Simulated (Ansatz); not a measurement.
Input for Ansatz (a first-principles code): U-PBE/def2-TZVPP on GaN+, 2S+1 = 2, a spin state set in the input, which need not be the lowest, a point of a bond scan (R = 2.067 Å). Charge +1.

Ansatz 0.2 input:
```yaml
crystal:
  periodic: [false, false, false]
  atoms:
    - {symbol: N, position_ang: [0.00000000, 0.00000000, 0.00000000]}
    - {symbol: Ga, position_ang: [0.00000000, 0.00000000, 2.06685600]}
basis:
  gaussian:
    orbitals: def2-TZVPP
    pivot_positions_ang: [[0.00000000, 0.00000000, 0.00000000], [0.00000000, 0.00000000, 2.06685600]]
hamiltonian:
  xc: {name: PBE}
total_charge: 1
magnetization: {spin_polarized: true, initial_magnetization: 1}
output: {forces: true, orbitals: {seedname: ./end}}
```

### Question
Give the final energy of this run.

### Answer
-1978.8124 hartree. Its determinant has ⟨S²⟩ = 1.76, a mixture of spin states.

### Question
How many basis functions does it have, and what does it roughly cost on one machine?

### Answer
79 functions; very roughly 6 core-seconds.
